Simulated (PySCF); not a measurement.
F3Ga, SMILES [F][Ga]([F])[F] (connectivity only; charge and spin as stated), charge +1, multiplicity 2.

Geometry optimised at B3LYP-D3(BJ)/def2-SVP. The geometry has at least one imaginary mode, so it is a saddle point at that level. The multiplicity is an assumed one; other spin states were not compared. The isomer is the one that the SMILES or the coordinates give; other isomers of the formula were not compared.

Computed with TDA-PBE/def2-SVPD run with PySCF.

Vertical excitations. Isolated molecule, no solvent.

Estimate the UV-visible absorptions. (Estimate from the structure and the level; the computed values follow.)


```json
[
 {"state": "root 1", "energy (eV)": "0.47", "λ (nm)": "2664", "f": "0.000", "main pairs": "β HOMO−3→LUMO 97 %"},
 {"state": "root 2", "energy (eV)": "0.53", "λ (nm)": "2324", "f": "0.000", "main pairs": "β HOMO−1→LUMO 100 %"},
 {"state": "root 3", "energy (eV)": "0.90", "λ (nm)": "1376", "f": "0.006", "main pairs": "β HOMO→LUMO 78 %, β HOMO−5→LUMO 20 %"},
 {"state": "root 4", "energy (eV)": "1.04", "λ (nm)": "1190", "f": "0.000", "main pairs": "β HOMO−4→LUMO 97 %"},
 {"state": "root 5", "energy (eV)": "1.87", "λ (nm)": "663", "f": "0.022", "main pairs": "β HOMO−5→LUMO 79 %, β HOMO→LUMO 18 %"},
 {"state": "root 6", "energy (eV)": "1.91", "λ (nm)": "650", "f": "0.022", "main pairs": "β HOMO−2→LUMO 49 %, β HOMO−6→LUMO 48 %"},
 {"state": "root 7", "energy (eV)": "2.60", "λ (nm)": "476", "f": "0.069", "main pairs": "β HOMO−6→LUMO 51 %, β HOMO−2→LUMO 41 %"},
 {"state": "root 8", "energy (eV)": "3.45", "λ (nm)": "359", "f": "0.002", "main pairs": "β HOMO−7→LUMO 99 %"},
 {"state": "root 9", "energy (eV)": "5.63", "λ (nm)": "220", "f": "0.000", "main pairs": "α HOMO→LUMO 46 %, β HOMO−1→LUMO+1 53 %"},
 {"state": "root 10", "energy (eV)": "5.76", "λ (nm)": "215", "f": "0.006", "main pairs": "α HOMO−2→LUMO 26 %, β HOMO→LUMO+1 73 %"}
]
```
Unrestricted roots are not spin-pure.
